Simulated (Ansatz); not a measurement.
CH₆N₂OSSi (`N=C[Si](N)(O)S`) from Hartree–Fock to CCSD(T)

Cartesian coordinates in Å:
```
N 1.249 -0.253 1.760
C 0.862 0.575 0.874
Si -0.294 -0.124 -0.448
N -1.692 0.840 -0.522
O -0.429 -1.693 -0.002
S 0.514 0.021 -2.413
H 1.885 0.164 2.442
H 1.195 1.621 0.866
H -2.210 1.069 0.311
H -2.288 0.803 -1.333
H 0.096 -1.844 0.799
H 1.111 -1.179 -2.335
```

The species carries charge 0 and has multiplicity 1. The structure was optimised at the PBE0-D4/def2-TZVP level. It is one conformer, not always the lowest. Frozen core, restricted reference, the Gaussian-basis code of Ansatz. CBS rows extrapolate triple and quadruple zeta; past MP2 they add the triple-zeta difference.

```
     basis     HF (Eh)  MP2 corr.
def2-TZVPP  -911.81885   -1.10765
def2-QZVPP  -911.85000   -1.19316
```

Q: Estimate the CCSD correlation energy and the (T) correction in each basis where they were run (hartree).

A: 
| basis | CCSD corr. | (T) |
| --- | --- | --- |
| def2-TZVPP | -1.14995 | -0.04965 |
| CBS(def2) | -1.29881 | as TZ |
